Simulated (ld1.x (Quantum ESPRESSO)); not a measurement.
**Before and after: TM potential for tin**

- Element: tin (Sn)
- Generator: ld1.x (Quantum ESPRESSO) 7.5
- Type: norm-conserving Troullier–Martins (Kleinman–Bylander form)
- Functional: LDA (PZ)
- Relativity: scalar-relativistic
- Frozen core: [Kr] 4d10
- Valence charge: 4
- Reference configuration: 5s2 5p2
- Partial waves: 5s (bound): rc 1.95 bohr; 5p (bound): rc 2.10 bohr
- Local potential: all-electron potential smoothed inside 1.90 bohr (lloc = -2)
- Core correction: Bessel-smoothed model core inside 1.35 bohr

Change: core correction Bessel-smoothed model core inside 2.30 bohr.

Cutoffs: the cutoffs (Ry, on a coarse ladder) from which the occupation-weighted sum of valence levels, in a spherical-Bessel basis at the reference potential, stays within 10 and 1 mRy of its value at 400 Ry; they do not see the model core or the augmentation charge, which bear on the density cutoff. Errors are all-electron minus pseudo energies relative to the spin-unpolarised reference configuration.

Task: Predict the effect on cutoff, ghosts and configuration errors.

Result: The potential gets neither clearly harder nor softer (21 Ry and 30 Ry → 21 Ry and 30 Ry); of the 9 tests that both files solve, the error grows in 0 and shrinks in 4 by more than 15 % and 0.3 meV (median size 12.0 → 9.7 meV); neither file shows a bound ghost. A wider model core is smoother and lowers the density cutoff, which this test does not measure.

```csv
quantity,base,changed
"cutoff, loose",21 Ry,21 Ry
"cutoff, tight",30 Ry,30 Ry
bound ghosts,none,none
"error for 5s2 5p1, meV [ΔE 7.10 eV]",-7.1,-7.1
"error for 5s2 5p0, meV [ΔE 21.36 eV]",-58,-56
"error for 5s1 5p0, meV [ΔE 52.81 eV]",-320,-294
"error for 5s1 5p2, meV [ΔE 14.83 eV]",-31,-27
"error for 5s2 5p2.3, meV [ΔE -0.90 eV]",+0.2,+0.2
"error for 5s0 5p4, meV [ΔE 14.40 eV]",-47,-37
"error for 5s1 5p3, meV [ΔE 7.07 eV]",-12,-9.7
"error for 5s2 5p2 (spin-polarised), meV [ΔE -0.47 eV]",-2.4,+2.0
"error for 5s2 5p1 (spin-polarised), meV [ΔE 6.95 eV]",-8.7,-6.8
s: phases at 2.30 bohr within 0.05 rad from the reference energy up to (Ry; the scan ends near 5),1.4,1.4
p: phases at 2.30 bohr within 0.05 rad from the reference energy up to (Ry; the scan ends near 5),1.9,1.9
```
